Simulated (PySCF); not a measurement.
C3H8NO (SMILES CN(C)C=[OH+]), charge +1, singlet, at a GFN2-xTB geometry, with bond 7-1 at 1.4 times its length; CASSCF(2,3)/STO-3G run with PySCF.

PySCF was given this input:
```python
from pyscf import gto, scf, mcscf
import numpy

mol = gto.M(
    atom='''
C    -0.73499290   -1.14320159    0.58377456
N    -0.32771969    0.16393274    0.12293672
C    -1.27125546    1.22941282    0.35213876
C     0.80399423    0.36232535   -0.45633982
O     1.63976830   -0.61419233   -0.65404399
H    -0.93496261   -1.10813312    1.65476742
H     0.35193154   -2.17166617    0.30654408
H    -1.65221054   -1.44178467    0.07572833
H    -0.89794463    2.17950064   -0.02258032
H    -1.46849298    1.32229562    1.42098046
H    -2.21466348    0.99797126   -0.14418481
H     1.04889436    1.37220574   -0.77956716
H     2.46741454   -0.36944645   -1.09654283
''',
    basis='sto-3g',
    charge=1,
    verbose=4,
)

mf = scf.RHF(mol)
mf.kernel()
mc = mcscf.CASSCF(mf, 3, 2)
mc.kernel()
occ = numpy.linalg.eigvalsh(mc.fcisolver.make_rdm1(mc.ci, mc.ncas, mc.nelecas))[::-1]
ss = mc.fcisolver.spin_square(mc.ci, mc.ncas, mc.nelecas)[0]
print('natural occupations', occ.round(4), ' <S^2>', round(ss, 4))
```

What does PySCF print? Leave out banner, timings and long lists.


```
PySCF version 2.14.0

[INPUT] verbose = 4
[INPUT] num. atoms = 13
[INPUT] num. electrons = 40
[INPUT] charge = 1
[INPUT] spin (= nelec alpha-beta = 2S) = 0
[INPUT] symmetry False subgroup None
[INPUT] Mole.unit = angstrom
[INPUT] Symbol           X                Y                Z      unit          X                Y                Z       unit  Magmom
[INPUT]  1 C     -0.734992900000  -1.143201590000   0.583774560000 AA   -1.388935284500  -2.160337910267   1.103174036888 Bohr   0.0
[INPUT]  2 N     -0.327719690000   0.163932740000   0.122936720000 AA   -0.619300459727   0.309787981450   0.232316731452 Bohr   0.0
[INPUT]  3 C     -1.271255460000   1.229412820000   0.352138760000 AA   -2.402324653758   2.323253523829   0.665445814244 Bohr   0.0
[INPUT]  4 C      0.803994230000   0.362325350000  -0.456339820000 AA    1.519328900431   0.684695679487  -0.862357279533 Bohr   0.0
[INPUT]  5 O      1.639768300000  -0.614192330000  -0.654043990000 AA    3.098712994744  -1.160655291508  -1.235964014518 Bohr   0.0
[INPUT]  6 H     -0.934962610000  -1.108133120000   1.654767420000 AA   -1.766823269609  -2.094068106360   3.127057223653 Bohr   0.0
[INPUT]  7 H      0.351931540000  -2.171666170000   0.306544080000 AA    0.665054225196  -4.103854295283   0.579284356307 Bohr   0.0
[INPUT]  8 H     -1.652210540000  -1.441784670000   0.075728330000 AA   -3.122225420720  -2.724578156896   0.143105803571 Bohr   0.0
[INPUT]  9 H     -0.897944630000   2.179500640000  -0.022580320000 AA   -1.696869425724   4.118659297914  -0.042670620605 Bohr   0.0
[INPUT] 10 H     -1.468492980000   1.322295620000   1.420980460000 AA   -2.775049548046   2.498776577512   2.685263897758 Bohr   0.0
[INPUT] 11 H     -2.214663480000   0.997971260000  -0.144184810000 AA   -4.185107435276   1.885892361587  -0.272469802222 Bohr   0.0
[INPUT] 12 H      1.048894360000   1.372205740000  -0.779567160000 AA    1.982123074001   2.593093035156  -1.473168428105 Bohr   0.0
[INPUT] 13 H      2.467414540000  -0.369446450000  -1.096542830000 AA    4.662737716370  -0.698152608193  -2.072165632556 Bohr   0.0

nuclear repulsion = 191.177874830758
number of shells = 23
number of NR pGTOs = 99
number of NR cGTOs = 33
basis = sto-3g
ecp = {}

******** <class 'pyscf.scf.hf.RHF'> ********
method = RHF
initial guess = minao
damping factor = 0
level_shift factor = 0
DIIS = <class 'pyscf.scf.diis.CDIIS'>
diis_start_cycle = 1
diis_space = 8
diis_damp = 0
SCF conv_tol = 1e-09
SCF conv_tol_grad = None
SCF max_cycles = 50
direct_scf = True
direct_scf_tol = 1e-13
Set gradient conv threshold to 3.16228e-05
Initial guess from minao.
init E= -245.455079909806
  HOMO = -0.23459674048432  LUMO = 0.156840017811468  gap/eV = 10.65154
cycle= 1 E= -244.100473579009  delta_E= 1.35  |g|= 0.492  |ddm|= 4.31
  HOMO = -0.595204342640879  LUMO = -0.0702979142115124  gap/eV = 14.28343
cycle= 2 E= -244.176687250948  delta_E= -0.0762  |g|= 0.196  |ddm|= 0.844
  HOMO = -0.584194799200706  LUMO = -0.0105228166468914  gap/eV = 15.61041
cycle= 3 E= -244.188203670241  delta_E= -0.0115  |g|= 0.0399  |ddm|= 0.268
  HOMO = -0.583287595006385  LUMO = -0.000337728591712438  gap/eV = 15.86287
cycle= 4 E= -244.188823025451  delta_E= -0.000619  |g|= 0.0114  |ddm|= 0.0673
  HOMO = -0.582516221517434  LUMO = -0.00111884737397761  gap/eV = 15.82063
cycle= 5 E= -244.188878162443  delta_E= -5.51e-05  |g|= 0.00367  |ddm|= 0.0196
  HOMO = -0.583688558083021  LUMO = -0.00186410141200677  gap/eV = 15.83225
cycle= 6 E= -244.18888698891  delta_E= -8.83e-06  |g|= 0.00135  |ddm|= 0.00755
  HOMO = -0.583614347507574  LUMO = -0.00160545155536107  gap/eV = 15.83727
cycle= 7 E= -244.188888587167  delta_E= -1.6e-06  |g|= 0.000286  |ddm|= 0.00454
  HOMO = -0.583627403575951  LUMO = -0.00154758443090597  gap/eV = 15.83920
cycle= 8 E= -244.188888637915  delta_E= -5.07e-08  |g|= 7.71e-05  |ddm|= 0.000738
  HOMO = -0.583641661854381  LUMO = -0.00156667606966632  gap/eV = 15.83907
cycle= 9 E= -244.188888641781  delta_E= -3.87e-09  |g|= 1.9e-05  |ddm|= 0.000219
  HOMO = -0.583640585848825  LUMO = -0.00156544121302826  gap/eV = 15.83907
cycle= 10 E= -244.188888641996  delta_E= -2.16e-10  |g|= 5.44e-06  |ddm|= 4.58e-05
  HOMO = -0.583641054847758  LUMO = -0.00156579728427408  gap/eV = 15.83907
Extra cycle  E= -244.18888864201  delta_E= -1.35e-11  |g|= 2.14e-06  |ddm|= 8.85e-06
converged SCF energy = -244.18888864201

******** <class 'pyscf.mcscf.mc1step.CASSCF'> ********
CAS (1e+1e, 3o), ncore = 19, nvir = 11
max_cycle_macro = 50
max_cycle_micro = 4
conv_tol = 1e-07
conv_tol_grad = None
orbital rotation max_stepsize = 0.02
orbital rotation threshold for CI restart = 0.01
augmented hessian ah_max_cycle = 30
augmented hessian ah_conv_tol = 1e-12
augmented hessian ah_linear dependence = 1e-14
augmented hessian ah_level shift = 1e-08
augmented hessian ah_start_tol = 2.5
augmented hessian ah_start_cycle = 3
augmented hessian ah_grad_trust_region = 3
kf_trust_region = 3
kf_interval = 4
ci_response_space = 4
ci_grad_trust_region = 3
with_dep4 0
natorb = False
canonicalization = True
sorting_mo_energy = False
ao2mo_level = 2
internal_rotation = False
******** <class 'pyscf.fci.direct_spin1.FCISolver'> ********
max. cycles = 50
conv_tol = 1e-08
davidson only = False
linear dependence = 1e-12
level shift = 0.001
max iter space = 12
nroots = 1
pspace_size = 400
spin = None
CASCI E = -244.201020874616  S^2 = 0.0000000
Set conv_tol_grad to 0.000316228
macro iter   1 ( 21 JK    4 micro), CASSCF E = -244.211629143407  dE = -1.06082688e-02  S^2 = 0.0000000
               |grad[o]|=0.0304  |grad[c]|=0.0178  |ddm|=0.0579  |maxRot[o]|=0.314
macro iter   2 ( 20 JK    4 micro), CASSCF E = -244.213800056548  dE = -2.17091314e-03  S^2 = 0.0000000
               |grad[o]|=0.0354  |grad[c]|=0.00739  |ddm|=0.029  |maxRot[o]|=0.137
macro iter   3 ( 21 JK    4 micro), CASSCF E = -244.214094298620  dE = -2.94242072e-04  S^2 = 0.0000000
               |grad[o]|=0.0111  |grad[c]|=0.00233  |ddm|=0.0072  |maxRot[o]|=0.292
macro iter   4 ( 21 JK    4 micro), CASSCF E = -244.214395217118  dE = -3.00918498e-04  S^2 = 0.0000000
               |grad[o]|=0.00669  |grad[c]|=0.00352  |ddm|=0.00101  |maxRot[o]|= 0.31
macro iter   5 ( 21 JK    4 micro), CASSCF E = -244.214801530369  dE = -4.06313251e-04  S^2 = 0.0000000
               |grad[o]|=0.005  |grad[c]|=0.00233  |ddm|=0.00113  |maxRot[o]|=0.309
macro iter   6 ( 16 JK    4 micro), CASSCF E = -244.214893161429  dE = -9.16310608e-05  S^2 = 0.0000000
               |grad[o]|=0.00293  |grad[c]|=0.000244  |ddm|=0.00252  |maxRot[o]|=0.166
macro iter   7 (  5 JK    1 micro), CASSCF E = -244.214894577258  dE = -1.41582873e-06  S^2 = 0.0000000
               |grad[o]|=0.000222  |grad[c]|=0.000169  |ddm|=0.000221  |maxRot[o]|=0.00604
macro iter   8 (  3 JK    1 micro), CASSCF E = -244.214894580112  dE = -2.85410806e-09  S^2 = 0.0000000
               |grad[o]|=5.6e-05  |grad[c]|=1.9e-05  |ddm|=3.56e-05  |maxRot[o]|=0.00016
1-step CASSCF converged in   8 macro (128 JK  26 micro) steps
CASSCF canonicalization
Density matrix diagonal elements [1.92399899e+00 7.48977328e-02 1.10327941e-03]
CASSCF energy = -244.214894580112
CASCI E = -244.214894580112  E(CI) = -1.87209865958576  S^2 = 0.0000000
natural occupations [1.9305e+00 6.8400e-02 1.1000e-03]  <S^2> 0.0
```
